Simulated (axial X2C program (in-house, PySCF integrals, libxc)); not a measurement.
# Outer orbitals of RuP at 2.050 Å, HF

Computed with an in-house all-electron X2C program for linear molecules (integrals from PySCF). Spin-free means the one-electron spin-free X2C Hamiltonian; two-component (2c) means X2C with spin–orbit coupling and atomic mean-field two-electron Coulomb and Gaunt terms, so the difference of the two also holds small scalar two-electron terms. Basis: Ru dyall-cv3z [12s12p8d5f3g], P dyall-v3z [8s7p2d1f] (cores contracted in-house); Gaussian nuclei, density fitting, unrestricted open shells. Masses: Ru 101.904 u, P 30.974 u.

The distance is close to the 2c PBE0 minimum; the highest filled and lowest empty levels are listed.

Spin-free orbitals, state M_S = 3/2, Λ = 3 (beyond evenly filled blocks: σα, π+α, δ+α, δ+β, δ-α) (Löwdin shares):

```
symmetry  occupied  ε (eV)             atomic character
      σβ       yes  -21.08  60% P s, 14% Ru d, 13% Ru p
      σα       yes  -19.01   50% P s, 32% Ru d, 8% Ru p
     π+α       yes  -14.90             93% Ru d, 5% P p
     π-α       yes  -14.48             95% Ru d, 3% P p
     δ+α       yes  -13.73                    100% Ru d
     δ-α       yes  -13.69                    100% Ru d
      σα       yes  -13.59    63% Ru d, 17% P s, 8% P p
     δ+β       yes  -10.80                     99% Ru d
      σβ       yes  -10.56    66% P p, 20% Ru d, 7% P s
     π+β       yes   -9.62   53% P p, 34% Ru d, 6% Ru p
     π-β       yes   -9.46   60% P p, 27% Ru d, 6% Ru p
      σα       yes   -7.68   53% Ru s, 34% P p, 9% Ru p
     π+α       yes   -7.14   67% P p, 20% Ru p, 8% Ru d
     π-α        no   -0.13            64% Ru p, 33% P p
      σα        no    0.00  38% Ru p, 33% P p, 22% Ru s
      σβ        no    0.08  75% Ru s, 14% Ru p, 8% Ru d
     π+β        no    0.99   75% Ru p, 19% Ru d, 4% P p
```

The lowest two-component determinant found has another configuration (Ω = 5/2 (⟨Sz⟩ = 1.49, ⟨Lz⟩ = 1.01 at HF)), so the levels differ by more than spin–orbit coupling. Its spinors:

| ω | occupied | ε (eV) | atomic character | λ mixture |
| --- | --- | --- | --- | --- |
| -1/2 | yes | -21.06 | 60% P s, 15% Ru d, 13% Ru p | 100% σ |
| 1/2 | yes | -19.00 | 50% P s, 32% Ru d, 8% Ru p | 100% σ |
| -1/2 | yes | -14.96 | 93% Ru d, 5% P p | 100% π, 0% σ |
| 3/2 | yes | -14.38 | 95% Ru d, 3% P p | 100% π |
| -3/2 | yes | -13.86 | 100% Ru d | 100% δ |
| 1/2 | yes | -13.57 | 63% Ru d, 17% P s, 8% P p | 100% σ |
| 5/2 | yes | -13.51 | 100% Ru d | 100% δ |
| 3/2 | yes | -10.94 | 99% Ru d | 100% δ |
| -1/2 | yes | -10.54 | 66% P p, 20% Ru d, 7% P s | 100% σ |
| 1/2 | yes | -9.64 | 53% P p, 34% Ru d, 6% Ru p | 100% π |
| -3/2 | yes | -9.42 | 60% P p, 27% Ru d, 6% Ru p | 100% π |
| 1/2 | yes | -7.68 | 53% Ru s, 34% P p, 8% Ru p | 100% σ |
| -1/2 | yes | -7.16 | 66% P p, 20% Ru p, 8% Ru d | 100% π |
| 3/2 | no | -0.10 | 65% Ru p, 33% P p | 100% π |
| 1/2 | no | 0.00 | 39% Ru p, 33% P p, 23% Ru s | 100% σ |
| -1/2 | no | 0.08 | 75% Ru s, 14% Ru p, 8% Ru d | 100% σ |
| 1/2 | no | 0.98 | 74% Ru p, 20% Ru d, 4% P p | 100% π |

Question: How does the gap between the highest filled and lowest empty level change from the spin-free to the 2c table?

Answer: From 7.01 to 7.06 eV at HF, a change of 0.05 eV.

Mulliken charges and populations of the two-component result (they depend on the basis, above all on diffuse functions):

Ru 0.23 e (s 8.80 p 18.33 d 16.61 f 0.04 g 0.01), P -0.23 e (s 5.84 p 9.29 d 0.09 f 0.01). ⟨Lz⟩ = 1.01 ħ and ⟨Sz⟩ = 1.49 ħ (1.92 and -0.42 on the two atoms), which add up to Ω.

One determinant describes the state; a PBE0 search over occupations chose it and may have missed a lower one. Other states lie close and PBE0, whose exact exchange favours high spin, may order them wrongly; the determinant shown need not be the ground state. The nearest other spin-free determinant of the search, M_S = 3/2, Λ = 1, lies 0.000 eV up at the distance of the search. With several unpaired electrons one determinant need not be a pure state. The determinant is spin-polarised beyond a pure state at some levels (its spin-free form has ⟨S²⟩ too high), which makes Re and μ there less reliable.
